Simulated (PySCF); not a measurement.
Ge(H)2(Me)(NH2) (CH₇GeN), SMILES [CH3][GeH2][NH2].

The structure is a stationary point at PBE0-D3(BJ)/def2-SVP. This is a generated structure with no PubChem entry under its InChIKey; it may be hypothetical. Other conformers were not sampled.

Two levels are set side by side: PBE/def2-TZVPD (PySCF) and CAM-B3LYP/def2-TZVPD (PySCF). Same geometry, gas phase. Differences are taken from unrounded values.

```tsv
quantity	CAM-B3LYP	PBE	PBE minus CAM-B3LYP
orbital gap (eV)	9.30	5.18	-4.11
highest occupied level (eV)	-8.55	-5.75	2.80
lowest empty level (eV)	0.75	-0.57	-1.31
dipole moment (D)	1.60	1.53	-0.06
mean polarisability (bohr³)	54.8	57.7	2.9
```

Without exact exchange PBE keeps part of each electron's self-repulsion, which lifts occupied levels and narrows the gap. Loosely held outer electrons make PBE densities more polarisable. Differences between two approximate levels are no errors against the true value.

Rough cost on one machine, each run with all the roots and properties that it gave: CAM-B3LYP against PBE within a factor of 2.
